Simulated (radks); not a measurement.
Initial-state core-level shifts of neutral calcium when its valence configuration changes from [Ar] 4s2. Calculated with a radial shooting solver on a logarithmic mesh with Libxc functionals: scalar-relativistic Kohn-Sham, PBE, spin-unpolarised, spherical densities, finite nucleus; Fermi nuclear charge, rms radius 3.4776 fm. Shifts are changes of the shell-averaged eigenvalues in eV (positive: less bound); the change of the density at the nucleus, which sets a Mossbauer isomer shift, is in e/bohr^3, on a base of 6193.

valence              1s      2s      3s      3p  density at nucleus
4s1 4p1          -1.396  -1.394  -1.363  -1.344             -1.9689
3d0.5 4s1.5      +1.390  +1.694  +1.494  +1.401             -1.6648
4s1.5 4p0.5      -0.713  -0.712  -0.697  -0.688             -0.9435
3d1 4s1          +2.065  +2.573  +2.283  +2.132             -2.9147
3d1 4p1          +1.112  +1.698  +1.370  +1.211             -4.8369
3d1 4s0.5 4p0.5  +1.595  +2.143  +1.833  +1.678             -3.8557
4p2              -2.686  -2.684  -2.618  -2.579             -4.2324
